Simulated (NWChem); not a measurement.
System: CH₄N₂OSi; SMILES N#CO[SiH2]N

NWChem input:

```
start job
memory heap 200 mb stack 900 mb global 1100 mb
geometry units angstroms noautosym nocenter noautoz
  N      0.253619     2.864924     0.196696
  C     -0.099427     1.757810     0.157239
  O     -0.514493     0.551645     0.117973
  Si     0.460040    -0.866436    -0.110673
  N     -0.518869    -2.251374    -0.097562
  H      1.100481    -0.694766    -1.437447
  H      1.403008    -0.885614     1.034062
  H     -0.872819    -2.649828     0.764141
  H     -1.077099    -2.521217    -0.898901
end
basis spherical
  N library 6-31g*
  C library 6-31g*
  O library 6-31g*
  Si library 6-31g*
  H library 6-31g*
end
dft
  xc m05-2x
  iterations 150
end
cosmo
  do_cosmo_smd true
  solvent dcm
end
task dft energy
```

Parts of the log:

```
             Northwest Computational Chemistry Package (NWChem) 7.3.0
             --------------------------------------------------------

                             Geometry "geometry" -> ""
                             -------------------------

 Output coordinates in angstroms (scale by  1.889725989 to convert to a.u.)

  No.       Tag          Charge          X              Y              Z
 ---- ---------------- ---------- -------------- -------------- --------------
    1 N                    7.0000     0.25361900     2.86492400     0.19669600
    2 C                    6.0000    -0.09942700     1.75781000     0.15723900
    3 O                    8.0000    -0.51449300     0.55164500     0.11797300
    4 Si                  14.0000     0.46004000    -0.86643600    -0.11067300
    5 N                    7.0000    -0.51886900    -2.25137400    -0.09756200
    6 H                    1.0000     1.10048100    -0.69476600    -1.43744700
    7 H                    1.0000     1.40300800    -0.88561400     1.03406200
    8 H                    1.0000    -0.87281900    -2.64982800     0.76414100
    9 H                    1.0000    -1.07709900    -2.52121700    -0.89890100

 Effective nuclear repulsion energy (a.u.)     207.2216510279

                                 NWChem DFT Module
                                 -----------------

 Summary of "ao basis" -> "ao basis" (spherical)
 ------------------------------------------------------------------------------
       Tag                 Description            Shells   Functions and Types
 ---------------- ------------------------------  ------  ---------------------
 N                           6-31g*                  6       14   3s2p1d
 C                           6-31g*                  6       14   3s2p1d
 O                           6-31g*                  6       14   3s2p1d
 Si                          6-31g*                  8       18   4s3p1d
 H                           6-31g*                  2        2   2s

 in cosmo_initialize ...
 calling solv_data for solv:dcm

 solvent parameters
 solvname_short: dcm
 solvname_long:  dichloromethane
 dielec:        8.9300
 dielecinf:     2.0283
 nonaqueous SMD model solvent descriptors
 dielec:        8.9300
 sola:          0.1000
 solb:          0.0500
 solc:          0.0000
 solg:         39.1500
 solh:          0.6670
 soln:          1.4242

          ---------------
          -cosmo- solvent
          ---------------
 Cosmo: York-Karplus, doi: 10.1021/jp992097l
 dielectric constant -eps-     =   8.93
 screen = (eps-1)/(eps    )    =   0.88802
 surface charge correction     = lagrangian

   van der Waals surface
 --------------------------

 ---------- ATOMIC COORDINATES (A.U.) ------------ VDWR(ANG.) --
     1    0.47927042    5.41392134    0.37170154     1.890
     2   -0.18788979    3.32177924    0.29713862     1.850
     3   -0.97225079    1.04245789    0.22293664     2.114
     4    0.86934954   -1.63732663   -0.20914164     2.470
     5   -0.98052023   -4.25447996   -0.18436545     1.890
     6    2.07960755   -1.31291737   -2.71638095     1.200
     7    2.65130068   -1.67356779    1.95409384     1.200
     8   -1.64938875   -5.00744884    1.44401711     1.200
     9   -2.03542197   -4.76440929   -1.69867658     1.200
 number of segments per atom =        128
 number of   points per atom =        128
 atom (   nspa,  nppa )
 ----------------------
    1 (     94,     0 )       0
    2 (     40,     0 )       0
    3 (     56,     0 )       0
    4 (     75,     0 )       0
    5 (     57,     0 )       0
    6 (     33,     0 )       0
    7 (     33,     0 )       0
    8 (     43,     0 )       0
    9 (     47,     0 )       0
 number of -cosmo- surface points =      478
 molecular surface =    130.659 angstrom**2
 molecular volume  =    113.926 angstrom**3
 -lineq- algorithm             =   0
 -bem- low  level              =   3
 -bem- from -octahedral-
 gaussian surface charge width =   4.50000
 degree of switching           =   1.00000
 switching function tolerance  =   0.00010
 atomic radii =
 --------------
    1  7.000  1.890
    2  6.000  1.850
    3  8.000  2.114
    4 14.000  2.470
    5  7.000  1.890
    6  1.000  1.200
    7  1.000  1.200
    8  1.000  1.200
    9  1.000  1.200
 ...... end of -cosmo- initialization ......

 nat:                     9
 ixmem:                  4523
 calling mnsol_interface()
 G(SMD-CDS) energy (kcal/mol)  =     2.675
 SMD-CDS SASA (angstrom**2)    =   144.415

            General Information
            -------------------
          SCF calculation type: DFT
          Wavefunction type:  closed shell.
          No. of atoms     :     9
          No. of electrons :    46
           Alpha electrons :    23
            Beta electrons :    23
          Charge           :     0
          Spin multiplicity:     1
          Use of symmetry is: off; symmetry adaption is: off
          Maximum number of iterations: 150
          AO basis - number of functions:    82
                     number of shells:    40
          Convergence on energy requested:  1.00D-06
          Convergence on density requested:  1.00D-05
          Convergence on gradient requested:  5.00D-04

              XC Information
              --------------
                       M05-2X Method XC Functional
                     Hartree-Fock (Exact) Exchange  0.560
                M05-2X metaGGA Exchange Functional  0.440
                      M05-2X Correlation Potential  1.000

             Grid Information
             ----------------
          Grid used for XC integration:  medium
          Radial quadrature: Mura-Knowles
          Angular quadrature: Lebedev.
          Tag              B.-S. Rad. Rad. Pts. Rad. Cut. Ang. Pts.
          ---              ---------- --------- --------- ---------
          N                   0.65       49          13.0       434
          C                   0.70       49          11.0       434
          O                   0.60       49           9.0       434
          Si                  1.10       88           9.0       590
          H                   0.35       45          12.0       434
          Grid pruning is: on
          Number of quadrature shells:   464
          Spatial weights used:  Erf1

      Superposition of Atomic Density Guess
      -------------------------------------

 Sum of atomic energies:        -511.81232055

      Non-variational initial energy
      ------------------------------

 Total energy =    -513.922418
 1-e energy   =   -1115.232992
 2-e energy   =     394.088923
 HOMO         =      -0.367348
 LUMO         =       0.062891

   convergence    iter        energy       DeltaE   RMS-Dens  Diis-err
 ---------------- ----- ----------------- --------- --------- ---------
     COSMO gas phase
 d= 0,ls=0.0,diis     1   -514.5556489067 -7.22D+02  1.58D-02  1.05D+00
 d= 0,ls=0.0,diis     2   -514.4403804437  1.15D-01  9.61D-03  2.33D+00
 d= 0,ls=0.0,diis     3   -514.6870752043 -2.47D-01  1.86D-03  5.14D-02
 d= 0,ls=0.0,diis     4   -514.6912975950 -4.22D-03  7.55D-04  1.53D-02
 d= 0,ls=0.0,diis     5   -514.6927632629 -1.47D-03  1.65D-04  2.00D-04
  Resetting Diis
 d= 0,ls=0.0,diis     6   -514.6927897895 -2.65D-05  6.34D-05  2.37D-05
 d= 0,ls=0.0,diis     7   -514.6927926829 -2.89D-06  3.03D-05  5.75D-06
 d= 0,ls=0.0,diis     8   -514.6927924370  2.46D-07  1.67D-05  8.45D-06
 d= 0,ls=0.0,diis     9   -514.6927932929 -8.56D-07  2.91D-06  1.88D-07

   convergence    iter        energy       DeltaE   RMS-Dens  Diis-err
 ---------------- ----- ----------------- --------- --------- ---------
     COSMO solvation phase
 d= 0,ls=0.0,diis     1   -514.7020082928 -9.21D-03  1.69D-03  4.84D-03
 d= 0,ls=0.0,diis     2   -514.7030314281 -1.02D-03  6.00D-04  6.74D-03
 d= 0,ls=0.0,diis     3   -514.7036976555 -6.66D-04  3.85D-04  2.16D-04
 d= 0,ls=0.0,diis     4   -514.7037465208 -4.89D-05  6.70D-05  2.68D-05
 d= 0,ls=0.0,diis     5   -514.7037491843 -2.66D-06  2.31D-05  6.46D-06
 d= 0,ls=0.0,diis     6   -514.7037498047 -6.20D-07  5.90D-06  1.74D-07

         Total DFT energy =     -514.703749804736
      One electron energy =    -1117.770332105825
           Coulomb energy =      446.296367336114
    Exchange-Corr. energy =      -50.231518629733
 Nuclear repulsion energy =      207.221651027851

             COSMO energy =       -0.219917433143

 Numeric. integr. density =       46.000003845687

                                COSMO-SMD solvation results
                                ---------------------------

             internal energy in gas <Psi(g)|H|Psi(g)> =      -514.692793292895
         internal energy in solvent <Psi(s)|H|Psi(s)> =      -514.690756397355
                               delta internal energy  =         0.002036895540 (    1.28 kcal/mol)
   total free energy in solvent <Psi(s)|H+V/2|Psi(s)> =      -514.708012674781
 polarization energy contribution <Psi(s)|V/2|Psi(s)> =        -0.017256277426 (  -10.83 kcal/mol)
    total free energy in solvent including G(SMD-CDS) =      -514.703749804736
                       G(SMD-CDS) energy contribution =         0.004262870045 (    2.67 kcal/mol)
     1 M fixed-concentration free energy of solvation =        -0.010956511842 (   -6.88 kcal/mol)

                       DFT Final Molecular Orbital Analysis
                       ------------------------------------

 Vector   21  Occ=2.000000D+00  E=-3.810326D-01
              MO Center= -4.5D-03,  1.9D+00,  1.5D-01, r^2= 2.4D+00
   Bfn.  Coefficient  Atom+Function         Bfn.  Coefficient  Atom+Function
  ----- ------------  ---------------      ----- ------------  ---------------
     3      0.403270  1 N  px                31     -0.310352  3 O  px
    17      0.296634  2 C  px                 7      0.269965  1 N  px
    35     -0.247978  3 O  px                21      0.150899  2 C  px
     4     -0.144586  1 N  py                 8     -0.097008  1 N  py
    49      0.095811  4 Si px                50     -0.090280  4 Si py

 Vector   22  Occ=2.000000D+00  E=-3.663164D-01
              MO Center=  1.1D-01,  1.6D+00,  1.2D-01, r^2= 2.9D+00
   Bfn.  Coefficient  Atom+Function         Bfn.  Coefficient  Atom+Function
  ----- ------------  ---------------      ----- ------------  ---------------
     5      0.407656  1 N  pz                33     -0.362958  3 O  pz
    37     -0.305078  3 O  pz                 9      0.276936  1 N  pz
    19      0.244752  2 C  pz                76     -0.145365  6 H  s
    78      0.145876  7 H  s                 23      0.143831  2 C  pz
    51      0.106250  4 Si pz                75     -0.093025  6 H  s

 Vector   23  Occ=2.000000D+00  E=-3.500652D-01
              MO Center= -3.9D-01, -2.1D+00, -9.9D-02, r^2= 1.6D+00
   Bfn.  Coefficient  Atom+Function         Bfn.  Coefficient  Atom+Function
  ----- ------------  ---------------      ----- ------------  ---------------
    63      0.408415  5 N  px                64     -0.359723  5 N  py
    67      0.351788  5 N  px                68     -0.320920  5 N  py
    54     -0.100572  4 Si py                32     -0.082437  3 O  py
    36     -0.082535  3 O  py                65     -0.077976  5 N  pz
    34      0.077455  3 O  s                 66      0.077829  5 N  s

 Vector   24  Occ=0.000000D+00  E= 6.691697D-02
              MO Center=  6.7D-01, -5.1D-01, -1.1D-01, r^2= 4.7D+00
   Bfn.  Coefficient  Atom+Function         Bfn.  Coefficient  Atom+Function
  ----- ------------  ---------------      ----- ------------  ---------------
    54      1.146653  4 Si py                 6     -0.641156  1 N  s
    22      0.507411  2 C  py                20      0.458789  2 C  s
    66      0.440739  5 N  s                 34     -0.396710  3 O  s
    50      0.296186  4 Si py                52      0.279852  4 Si s
    67      0.268179  5 N  px                 8      0.263155  1 N  py

 Vector   25  Occ=0.000000D+00  E= 8.241945D-02
              MO Center=  1.5D-02, -7.5D-01, -4.7D-02, r^2= 5.1D+00
   Bfn.  Coefficient  Atom+Function         Bfn.  Coefficient  Atom+Function
  ----- ------------  ---------------      ----- ------------  ---------------
    53      0.992128  4 Si px                66      0.932267  5 N  s
    54      0.358527  4 Si py                34      0.354269  3 O  s
    52     -0.316755  4 Si s                 49      0.289800  4 Si px
    20     -0.260876  2 C  s                 76     -0.249682  6 H  s
    78     -0.249003  7 H  s                 68      0.230357  5 N  py

 Vector   26  Occ=0.000000D+00  E= 1.166289D-01
              MO Center=  3.1D-02,  1.4D+00,  1.2D-01, r^2= 4.0D+00
   Bfn.  Coefficient  Atom+Function         Bfn.  Coefficient  Atom+Function
  ----- ------------  ---------------      ----- ------------  ---------------
    48     -0.574876  4 Si s                 21      0.570325  2 C  px
    52      0.497103  4 Si s                  7     -0.478799  1 N  px
    66     -0.435925  5 N  s                 17      0.432199  2 C  px
     3     -0.356194  1 N  px                53     -0.311110  4 Si px
     8      0.234838  1 N  py                50     -0.201759  4 Si py

     Multipole analysis of the density
     ---------------------------------

     L   x y z        total         alpha         beta         nuclear
     -   - - -        -----         -----         ----         -------
     0   0 0 0     -0.000000    -23.000000    -23.000000     46.000000

     1   1 0 0     -0.474095     -0.638496     -0.638496      0.802897
     1   0 1 0     -2.726880     -1.716196     -1.716196      0.705512
     1   0 0 1     -0.149008     -0.540878     -0.540878      0.932748

     2   2 0 0    -25.866379    -35.388279    -35.388279     44.910178
     2   1 1 0      1.554256    -12.409341    -12.409341     26.372938
     2   1 0 1      0.215317      0.854818      0.854818     -1.494320
     2   0 2 0    -35.672126   -266.139822   -266.139822    496.607519
     2   0 1 1     -1.046792    -17.178932    -17.178932     33.311073
     2   0 0 2    -25.144251    -22.028467    -22.028467     18.912682
```

Level: M05-2X/6-31G* (spherical d), SMD on the gas-phase geometry. The geometry was optimised at PBE0/def2-SVP. Solvent: dichloromethane.
